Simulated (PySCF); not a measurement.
B₃H₇N₃, SMILES B1NB[NH2+]BN1, charge +1.

The structure is a stationary point at B3LYP-D3(BJ)/def2-SVP. The isomer is the one that the SMILES or the coordinates give; other isomers of the formula were not compared.

These are HF/def2-TZVP (PySCF) values and carry that method's errors.

Symmetry labels are those of the subgroup C2v that the program uses (full group C2v).

Computed valence orbital energies around the gap with their symmetry:
| orbital | symmetry | energy (eV) |
|---|---|---|
| HOMO−7 | B2 | -22.50 |
| HOMO−6 | A1 | -22.00 |
| HOMO−5 | B2 | -21.74 |
| HOMO−4 | A1 | -20.49 |
| HOMO−3 | B2 | -18.39 |
| HOMO−2 | B1 | -18.38 |
| HOMO−1 | A1 | -18.13 |
| HOMO | A2 | -16.69 |
| LUMO | B1 | -2.16 |
| LUMO+1 | A1 | -1.87 |
| LUMO+2 | A2 | -1.45 |
| LUMO+3 | A1 | -0.56 |
